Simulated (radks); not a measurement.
Results of a calculation; reference values are marked as such.
Dispersion coefficients C6 (hartree bohr^6) between ground-configuration atoms and ions, from the Casimir-Polder integral (3/pi) of alpha_A(iw) alpha_B(iw). Level of theory: scalar-relativistic Kohn-Sham, PBE, spin-polarised, spherical densities, finite nucleus; open shells are filled with parallel spins first (spin-orbit coupling, left out, can overturn this in heavy ions); Fermi nuclear charge, rms radius of each element as measured or else 0.836 A^(1/3) + 0.57 fm (a radial shooting solver on a logarithmic mesh with Libxc functionals). Response by self-consistent Sternheimer equations with the Hartree and adiabatic LDA kernel, the relativistic mass of each level held fixed and spin-orbit coupling left out. For heavy and open-shell atoms this level of theory can miss by tens of per cent.

| C6 | Xe | Cs+ | Ba2+ | La3+ | Ce4+ | Pr5+ | Nd6+ | Pm7+ | Sm8+ |
|---|---|---|---|---|---|---|---|---|---|
| Xe | 308.0 |  |  |  |  |  |  |  |  |
| Cs+ | 205.9 | 141.2 |  |  |  |  |  |  |  |
| Ba2+ | 150.4 | 104.9 | 78.87 |  |  |  |  |  |  |
| La3+ | 115.7 | 81.68 | 62.00 | 49.10 |  |  |  |  |  |
| Ce4+ | 92.09 | 65.65 | 50.22 | 40.01 | 32.76 |  |  |  |  |
| Pr5+ | 75.15 | 54.00 | 41.56 | 33.28 | 27.37 | 22.95 |  |  |  |
| Nd6+ | 61.19 | 44.08 | 33.99 | 27.27 | 22.47 | 18.87 | 15.54 |  |  |
| Pm7+ | 50.10 | 36.24 | 28.04 | 22.56 | 18.64 | 15.69 | 12.94 | 10.79 |  |
| Sm8+ | 41.32 | 29.98 | 23.26 | 18.76 | 15.53 | 13.10 | 10.82 | 9.036 | 7.578 |

Static polarisabilities (bohr^3): Xe ([Xe]) 28.92, Cs+ ([Xe]) 16.27, Ba2+ ([Xe]) 10.73, La3+ ([Xe]) 7.696, Ce4+ ([Xe]) 5.815, Pr5+ ([Xe]) 4.555, Nd6+ ([Kr] 4d10 4f2 5s2 5p4) 3.682, Pm7+ ([Kr] 4d10 4f3 5s2 5p3) 2.959, Sm8+ ([Kr] 4d10 4f4 5s2 5p2) 2.407. The combination rule 2 Ca Cb / ((alpha_b/alpha_a) Ca + (alpha_a/alpha_b) Cb) gives 40.00 for Sm8+-Xe, against 41.32 from the integral.
